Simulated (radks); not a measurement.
Problem. The gold ion Au2+, 77 electrons, occupied as [Xe] 4f14 5d9. All-electron calculation, Dirac Kohn-Sham, Slater X-alpha with alpha = 0.616, spin-unpolarised, spherical densities, finite nucleus; open shells fill j = l - 1/2 first; Fermi nuclear charge, rms radius 5.4371 fm. Program: a radial shooting solver on a logarithmic mesh with Libxc functionals.

Spin-orbit splittings of the eigenvalues, e(l+1/2) - e(l-1/2), with zeta = 2 splitting/(2l+1) and mean radii in bohr:

shell  occ.  splitting (eV)  zeta (eV)  <r> j=l-1/2  <r> j=l+1/2
2p        6            1830       1220      0.05804      0.06659
3p        6           403.4      269.0       0.1738       0.1895
3d       10           86.72      34.69       0.1650       0.1698
4p        6           96.94      64.62       0.4101       0.4445
4d       10               ?          ?       0.4530       0.4643
4f       14           3.778      1.080       0.4973       0.5044
5p        6           16.65      11.10        1.003        1.102
5d        9           1.667     0.6667        1.490        1.548

Estimate the 4d splitting.

Solution. 18.03 eV (zeta = 7.210 eV).
